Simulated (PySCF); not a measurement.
## Cobalt: a sound run and one with changed settings

Sound run: Co [Ar] 3d7 4s2, Co⁺ [Ar] 3d8. Calculation: PySCF 2.14, in cc-pVTZ (7s6p4d2f1g, 68 functions); no relativity, point nucleus. In the sound run the correlated levels freeze [Ar]. The sound run starts from symmetry-adapted Hartree-Fock orbitals and uses a fine grid where one is needed.

Changed run: scalar relativity by spin-free X2C-1e. This setting is unsound on purpose.

```
species  method  sound run (hartree)  changed run (hartree)  converged
     Co     UHF          -1381.42514            -1390.00372        yes
     Co    PBE0          -1382.51672            -1391.09421        yes
     Co    MN15          -1382.88823            -1391.45167        yes
     Co     MP2          -1381.67127            -1390.25267        yes
    Co⁺     UHF          -1381.13666            -1389.69960        yes
    Co⁺    PBE0          -1382.24554            -1390.80573        yes
    Co⁺    MN15          -1382.64275            -1391.18803        yes
    Co⁺     MP2          -1381.41792            -1389.98299        yes
```

Ionisation energy of Co:

```tsv
method	sound run (eV)	changed run (eV)
UHF	7.850	8.276
PBE0	7.379	7.850
MN15	6.680	7.174
MP2	6.894	7.338
SCS-MP2	6.926	7.365
```

Most of the change in total energy is the relativistic energy itself. On top of that the contraction fixes the core shape for the Hamiltonian it was made with, so the changed run is not a good calculation with the other Hamiltonian either.

For comparison, NIST gives 7.881 eV between the lowest levels.
